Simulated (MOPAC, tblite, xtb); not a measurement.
Bond stretch in GaB, lowest triplet found (which spin is the ground state isn't settled by this scan).

Methods: GFN2-xTB, 300 K electronic temperature (tblite); AM1, unrestricted, heats of formation (MOPAC); GFN1-xTB (xtb).

Minimum and curvature come from a quartic fit to the scan points round the minimum, the wavenumber from the most abundant isotopes. The energy at the longest distance isn't given for restricted levels, nor where a curve turns over.

```
method    R at the minimum / Å  force constant / mdyn Å⁻¹  E(2.15 Å) − E(min) / kcal/mol  harmonic wavenumber / cm⁻¹
--------  --------------------  -------------------------  -----------------------------  --------------------------
GFN2-xTB                 1.946                       2.14                            4.2                         618
AM1                      1.912                       1.72                            5.3                         554
GFN1-xTB                 1.967                       3.08                            5.2                         742
```

The scan ran from 1.49 to 7.04 Å; beyond the distances shown full CI changes its symmetry label.
